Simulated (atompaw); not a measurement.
# Pseudopotential generation for lead (Pb): PAW (atompaw), PBE, scalar-relativistic.

* Element: Pb (Z = 82)
* Generator: atompaw 4.2.0.5
* Type: PAW
* Functional: PBE
* Relativity: scalar-relativistic
* Frozen core: [Xe] 4f14 5d10
* Valence charge: 4
* Reference configuration: 6s2 6p2
* Partial waves: 6s (bound): rc 2.30 bohr; 6s channel at -0.35 Ry: rc 2.75 bohr; 6p (bound): rc 2.75 bohr; 6p channel at 0.15 Ry: rc 2.75 bohr; 6d channel at 0.05 Ry: rc 2.75 bohr
* Local potential: bessel scheme, radius 1.80 bohr
* Core correction: smooth core density matched at 1.50 bohr
* Augmentation charge: besselshape compensation charge, radius 2.05 bohr; PAW radius 2.75 bohr; waves and projectors: custom polynom vanderbiltortho

What the tests gave:

| Quantity | Value |
| --- | --- |
| Cutoffs needed | 8 Ry and 12 Ry (the cutoffs (Ry, on a coarse ladder) from which the occupation-weighted sum of valence levels, in a spherical-Bessel basis at the reference potential, stays within 10 and 1 mRy of its value at 400 Ry) |
| Ghost test | no extra level below or beside the all-electron valence levels (s, p, d, f tested) (spherical-Bessel basis up to 400 Ry, 20 bohr box) |
| Lowest eigenvalue of the overlap operator | 0.03 (s channel) |
| Overlap eigenvalues printed by atompaw (projector basis) | 0.00304, 0.429, 38.5, 164, 2.11e+03 |
| Share of each valence orbital outside the PAW sphere | 6s 25 %, 6p 63 % |

Generation and tests took about 17 s on one core of a shared server CPU.
